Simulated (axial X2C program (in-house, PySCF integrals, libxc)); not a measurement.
## What spin–orbit coupling does to InAs

Calculated with an in-house all-electron X2C program for linear molecules (integrals from PySCF). Spin-free means the one-electron spin-free X2C Hamiltonian; two-component (2c) means X2C with spin–orbit coupling and atomic mean-field two-electron Coulomb and Gaunt terms, so the difference of the two also holds small scalar two-electron terms. Basis: In dyall-cv3z [11s12p9d4f1g], As dyall-cv3z [9s9p6d4f1g] (cores contracted in-house); Gaussian nuclei, density fitting, unrestricted open shells. Masses: In 114.904 u, As 74.922 u.

Spin-free state: M_S = 1, Λ = 0 (beyond evenly filled blocks: π+α, π-α); fragments In + As.

```csv
level,Re (Å),ωe (cm⁻¹),De (eV),μ (D)
PBE0,2.739,179.2,1.847,-1.94
```

Dipoles are positive if As is the positive end.

Two-component determinant lowest at the distance of the search:

Ω = 1 (⟨Sz⟩ = 1.00, ⟨Lz⟩ = 0.00 at PBE0); fragments In + As.

| level | Re (Å) | ωe (cm⁻¹) | μ (D) |
| --- | --- | --- | --- |
| PBE0 | 2.739 | 178.8 | -1.92 |

(1) From the two tables, how do the constants change at the PBE0 level (2c against spin-free)?

One determinant describes the state; a PBE0 search over occupations chose it and may have missed a lower one. De is counted from the lowest determinant-based energies of the atoms at the same level, without counterpoise correction. De is not given where an atomic determinant may have missed its ground term or J level, or where the truncated virtual space spoils (T). Density functionals use the spin component along the axis (collinear). PBE0 can misorder states that lie within some tenths of an eV, so this need not be the ground state of the molecule. The nearest other spin-free determinant of the search, M_S = 1, Λ = 1, lies 0.42 eV up at the distance of the search. Without a current term, density functionals place determinants with orbital angular momentum somewhat too high. With several unpaired electrons one determinant need not be a pure state. Open-shell Ω = 0 determinants with evenly filled partner blocks cannot be reached by this program, so the Ω shown need not be the lowest component. This is the Ω = 1 component of a π² triplet; the 0⁺ component is not one determinant and can lie lowest.

## Answers

(1) At the PBE0 level Re is unchanged to within 0.001 Å and ωe falls by 0.4 cm⁻¹.
